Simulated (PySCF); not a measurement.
# Two-component Hartree-Fock for Lu⁶³⁺ (lutetium, charge +63)

Start: [He] 2s2 2p4; 2p1/2 filled at m_j = -1/2, +1/2; 2p3/2 filled at m_j = +1/2, +3/2. Calculated with PySCF 2.14 in an uncontracted even-tempered set (17 s from 47 bohr⁻², ratio 2.4; 13 p from 60 bohr⁻², ratio 2.4; 5 d from 210 bohr⁻², ratio 2.6; 4 f from 310 bohr⁻², ratio 2.6): generalised Hartree-Fock with the X2C-1e Hamiltonian and a Gaussian nucleus; one run each with spin-orbit coupling (SO) switched off, then screened by Boettger's factors.

```tsv
spinor shell	electrons	ε, spin-free (eV)	ε, screened SO (eV)	weight of nominal j (screened SO)	rms radius, screened SO (bohr)
1s1/2	2	-69781.5	-69744.4	1.000	0.0218
2s1/2	2	-16439.2	-16428.3	1.000	0.0860
2p1/2	2	-15257.4	-16076.9	1.000	0.0729
2p3/2	2	-15257.4	-14905.2	1.000	0.0793
```

| quantity | spin-free | screened SO |
| --- | --- | --- |
| E (hartree) | -9004.66847 | -9040.84142 |
| M_J | 2 | 2 |
| ⟨J²⟩ | 6.000 | 6.000 |
| ⟨L²⟩ | 2.000 | 3.288 |
| ⟨S²⟩ | 2.000 | 1.377 |

Each row is a mean over spinors that exchange with the open shell spreads, by up to 83.950 eV (2s1/2).

Breit and QED terms are absent; they matter most for the inner s and p1/2 levels.

Densities and radii are taken from the X2C orbitals without a picture-change correction, which distorts them close to the nucleus.

Without spin-orbit coupling the j labels of p, d and f shells carry no meaning; the spin-free column gives the mean over the occupied spinors of each nl shell.
